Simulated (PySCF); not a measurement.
PySCF job for C₅H₆Se, SMILES C=C=C1CC[Se]1, TDDFT-PBE/def2-SVPD. Geometry: B3LYP-D3(BJ)/def2-SVP. The structure was generated by enumeration, and PubChem lists no compound with its InChIKey, so it may never have been made.

```python
import numpy as np
from pyscf import gto, scf, dft, tdscf

mol = gto.M(
    atom='''
    C     2.88478363   -1.46088642   -0.40229037
    C     1.65357663   -1.00549934   -0.40369722
    C     0.43369100   -0.54748298   -0.39828537
    C    -0.80940192   -0.87305806   -1.21387478
    C    -1.80439269    0.12436544   -0.57456182
    Se   -0.42361646    0.82193519    0.68934635
    H     3.66586266   -1.01157292   -1.02872807
    H     3.18395358   -2.31076681    0.22427794
    H    -0.65673420   -0.69499869   -2.29049440
    H    -1.11980918   -1.92324021   -1.09174566
    H    -2.17230978    0.90748251   -1.24959333
    H    -2.64754313   -0.33733241   -0.04523510
    ''',
    basis='def2-SVPD',
    charge=0,
    spin=0,
    max_memory=1600,
    verbose=4,
)
mf = dft.RKS(mol, xc='pbe').density_fit(auxbasis='def2-universal-jkfit')
mf.grids.level = 3
mf.conv_tol = 1e-9
mf.max_cycle = 100
mf.kernel()
mf.grids = dft.Grids(mol).set(level=1).build(with_non0tab=True)  # coarser grid for the response kernel
td = tdscf.TDDFT(mf)
td.singlet = True
td.nstates = 10
td.conv_tol = 1e-4
td.positive_eig_threshold = 1e-6
td.kernel(x0=td.get_init_guess(mf, 15))
td.analyze()
tt = tdscf.TDA(mf)
tt.singlet = False
tt.nstates = 4
tt.conv_tol = 1e-4
tt.positive_eig_threshold = 1e-6
tt.kernel(x0=tt.get_init_guess(mf, 9))
tt.analyze(verbose=3)
```

Output:

```
PySCF version 2.14.0

[INPUT] verbose = 4
[INPUT] num. atoms = 12
[INPUT] num. electrons = 70
[INPUT] charge = 0
[INPUT] spin (= nelec alpha-beta = 2S) = 0
[INPUT] symmetry False subgroup None
[INPUT] Mole.unit = angstrom
[INPUT] Symbol           X                Y                Z      unit          X                Y                Z       unit  Magmom
[INPUT]  1 C      2.884783630000  -1.460886420000  -0.402290370000 AA    5.451450989329  -2.760675232896  -0.760218621850 Bohr   0.0
[INPUT]  2 C      1.653576630000  -1.005499340000  -0.403697220000 AA    3.124806956681  -1.900118371031  -0.762877183048 Bohr   0.0
[INPUT]  3 C      0.433691000000  -0.547482980000  -0.398285370000 AA    0.819557212689  -1.034592890061  -0.752650268721 Bohr   0.0
[INPUT]  4 C     -0.809401920000  -0.873058060000  -1.213874780000 AA   -1.529547953497  -1.649840624244  -2.293890883717 Bohr   0.0
[INPUT]  5 C     -1.804392690000   0.124365440000  -0.574561820000 AA   -3.409808005267   0.235016620961  -1.085764481432 Bohr   0.0
[INPUT]  6 Se    -0.423616460000   0.821935190000   0.689346350000 AA   -0.800519091258   1.553232401242   1.302675806469 Bohr   0.0
[INPUT]  7 H      3.665862660000  -1.011572920000  -1.028728070000 AA    6.927476437670  -1.911595773827  -1.944014308952 Bohr   0.0
[INPUT]  8 H      3.183953580000  -2.310766810000   0.224277940000 AA    6.016800259528  -4.366716408635   0.423823882382 Bohr   0.0
[INPUT]  9 H     -0.656734200000  -0.694998690000  -2.290494400000 AA   -1.241047774635  -1.313357181031  -4.328407105850 Bohr   0.0
[INPUT] 10 H     -1.119809180000  -1.923240210000  -1.091745660000 AA   -2.116132661974  -3.634397268651  -2.063100295083 Bohr   0.0
[INPUT] 11 H     -2.172309780000   0.907482510000  -1.249593330000 AA   -4.105070541914   1.714893406733  -2.361389160783 Bohr   0.0
[INPUT] 12 H     -2.647543130000  -0.337332410000  -0.045235100000 AA   -5.003131418674  -0.637465867839  -0.085481950217 Bohr   0.0

nuclear repulsion = 380.47861834492
number of shells = 79
number of NR pGTOs = 293
number of NR cGTOs = 189
basis = def2-SVPD
ecp = {}


[settings echo left out]
init E= -2594.15409850806
  HOMO = -0.239320055372651  LUMO = -0.127052554149964  gap/eV = 3.05495
cycle= 1 E= -2594.51867082873  delta_E= -0.365  |g|= 0.467  |ddm|= 10.9
  HOMO = -0.136103618838896  LUMO = -0.0428796046074758  gap/eV = 2.53675
cycle= 2 E= -2594.40717223114  delta_E= 0.111  |g|= 0.758  |ddm|= 2.24
  HOMO = -0.167487712593285  LUMO = -0.0652016384760001  gap/eV = 2.78335
cycle= 3 E= -2594.56550747958  delta_E= -0.158  |g|= 0.159  |ddm|= 1.51
  HOMO = -0.181605964380846  LUMO = -0.0741988973305374  gap/eV = 2.92270
cycle= 4 E= -2594.5748443777  delta_E= -0.00934  |g|= 0.0474  |ddm|= 0.405
  HOMO = -0.180688696130978  LUMO = -0.0725587611015053  gap/eV = 2.94237
cycle= 5 E= -2594.57526518833  delta_E= -0.000421  |g|= 0.0209  |ddm|= 0.168
  HOMO = -0.179142691000524  LUMO = -0.0716303454022031  gap/eV = 2.92556
cycle= 6 E= -2594.57536568582  delta_E= -0.0001  |g|= 0.0109  |ddm|= 0.0644
  HOMO = -0.179806638776745  LUMO = -0.0720565058014562  gap/eV = 2.93203
cycle= 7 E= -2594.57539619502  delta_E= -3.05e-05  |g|= 0.00143  |ddm|= 0.0214
  HOMO = -0.179806853881932  LUMO = -0.0720711070208475  gap/eV = 2.93164
cycle= 8 E= -2594.57539657562  delta_E= -3.81e-07  |g|= 0.000828  |ddm|= 0.00517
  HOMO = -0.179820062036595  LUMO = -0.072085610309689  gap/eV = 2.93160
cycle= 9 E= -2594.57539674273  delta_E= -1.67e-07  |g|= 0.000294  |ddm|= 0.00259
  HOMO = -0.179804933632163  LUMO = -0.0720742539756474  gap/eV = 2.93150
cycle= 10 E= -2594.57539676699  delta_E= -2.43e-08  |g|= 6.92e-05  |ddm|= 0.000966
  HOMO = -0.179808834840206  LUMO = -0.072077353423591  gap/eV = 2.93152
cycle= 11 E= -2594.57539676803  delta_E= -1.04e-09  |g|= 3.19e-05  |ddm|= 0.000208
  HOMO = -0.179808066613041  LUMO = -0.0720770558260706  gap/eV = 2.93151
cycle= 12 E= -2594.57539676831  delta_E= -2.84e-10  |g|= 7.98e-06  |ddm|= 7.12e-05
  HOMO = -0.179807710596738  LUMO = -0.072076436561356  gap/eV = 2.93152
Extra cycle  E= -2594.57539676825  delta_E= 6.68e-11  |g|= 1.59e-05  |ddm|= 6.05e-05
converged SCF energy = -2594.57539676825
tot grids = 48064
Overwritten attributes  positive_eig_threshold  of <class 'pyscf.tdscf.rks.CasidaTDDFT'>


******** <class 'pyscf.tdscf.rks.CasidaTDDFT'> for <class 'pyscf.df.df_jk.DFRKS'> ********
nstates = 10 singlet
deg_eia_thresh = 1.000e-03
wfnsym = None
conv_tol = 0.0001
eigh lindep = 1e-12
eigh level_shift = 0
eigh max_cycle = 100


Excitation energies (eV)
[3.0849959  3.69711127 4.65608955 4.87820482 4.95700658 5.06644878
 5.49078229 5.62930351 5.69465644 5.70144797]

** Singlet excitation energies and oscillator strengths **
Excited State   1:      3.08500 eV    401.89 nm  f=0.0003
      35 -> 36       -0.70677
Excited State   2:      3.69711 eV    335.35 nm  f=0.0008
      35 -> 37        0.70578
Excited State   3:      4.65609 eV    266.28 nm  f=0.0092
      34 -> 36        0.45456
      34 -> 37        0.14590
      35 -> 38       -0.50351
Excited State   4:      4.87820 eV    254.16 nm  f=0.0163
      35 -> 39        0.70674
Excited State   5:      4.95701 eV    250.12 nm  f=0.1235
      34 -> 36        0.37539
      34 -> 37        0.38987
      35 -> 38        0.41455
      35 -> 42       -0.14152
Excited State   6:      5.06645 eV    244.72 nm  f=0.0000
      33 -> 36       -0.70449
Excited State   7:      5.49078 eV    225.80 nm  f=0.0026
      33 -> 37       -0.14352
      35 -> 40       -0.69177
Excited State   8:      5.62930 eV    220.25 nm  f=0.0032
      33 -> 37        0.22801
      35 -> 41       -0.66511
Excited State   9:      5.69466 eV    217.72 nm  f=0.0086
      33 -> 37        0.62779
      34 -> 38        0.13915
      35 -> 40       -0.12406
      35 -> 41        0.23011
Excited State  10:      5.70145 eV    217.46 nm  f=0.1202
      32 -> 36       -0.33150
      34 -> 36        0.21917
      34 -> 37       -0.38890
      35 -> 42       -0.40367

** Transition electric dipole moments (AU) **
state          X           Y           Z        Dip. S.      Osc.
  1         0.0161      0.0419     -0.0406      0.0037      0.0003
  2         0.0231      0.0638     -0.0614      0.0084      0.0008
  3        -0.0962      0.2015      0.1764      0.0810      0.0092
  4        -0.1094     -0.2500      0.2481      0.1360      0.0163
  5         0.8051     -0.5512     -0.2541      1.0166      0.1235
  6        -0.0015     -0.0046      0.0044      0.0000      0.0000
  7         0.0372      0.0958     -0.0931      0.0192      0.0026
  8        -0.0393     -0.1040      0.1035      0.0231      0.0032
  9        -0.0356      0.2248     -0.1009      0.0620      0.0086
 10         0.6831     -0.5318     -0.3331      0.8603      0.1202

** Transition velocity dipole moments (imaginary part, AU) **
state          X           Y           Z        Dip. S.      Osc.
  1         0.0022      0.0058     -0.0057      0.0001      0.0004
  2         0.0036      0.0099     -0.0095      0.0002      0.0010
  3        -0.0131      0.0335      0.0305      0.0022      0.0087
  4        -0.0182     -0.0410      0.0408      0.0037      0.0137
  5         0.1463     -0.1019     -0.0481      0.0341      0.1248
  6        -0.0007     -0.0020      0.0019      0.0000      0.0000
  7         0.0087      0.0226     -0.0219      0.0011      0.0035
  8        -0.0085     -0.0225      0.0225      0.0011      0.0035
  9        -0.0057      0.0520     -0.0251      0.0034      0.0107
 10         0.1434     -0.1139     -0.0736      0.0389      0.1239

** Transition magnetic dipole moments (imaginary part, AU) **
state          X           Y           Z
  1         0.1677     -0.4198     -0.3728
  2         0.2895      0.0890      0.2039
  3        -0.0774     -0.2001      0.1934
  4        -0.3735      0.1167     -0.0314
  5        -0.0556     -0.1311      0.1292
  6        -0.4928     -0.0248     -0.2204
  7         0.1467      0.0829      0.1387
  8         0.1097      0.1050      0.1548
  9        -0.5107      0.3044      0.0877
 10        -0.1280     -0.1003      0.1490
Overwritten attributes  positive_eig_threshold  of <class 'pyscf.tdscf.rks.TDA'>


******** <class 'pyscf.tdscf.rks.TDA'> for <class 'pyscf.df.df_jk.DFRKS'> ********
nstates = 4 triplet
deg_eia_thresh = 1.000e-03
wfnsym = None
conv_tol = 0.0001
eigh lindep = 1e-12
eigh level_shift = 0
eigh max_cycle = 100


Excitation energies (eV)
[2.71053779 3.40941563 3.77252409 3.93157341]

** Triplet excitation energies and oscillator strengths **
Excited State   1:      2.71054 eV    457.42 nm  f=0.0000
Excited State   2:      3.40942 eV    363.65 nm  f=0.0000
Excited State   3:      3.77252 eV    328.65 nm  f=0.0000
Excited State   4:      3.93157 eV    315.36 nm  f=0.0000
```

Self-consistency was reached.

Cost: about 2.1 core-minutes (a rough figure).
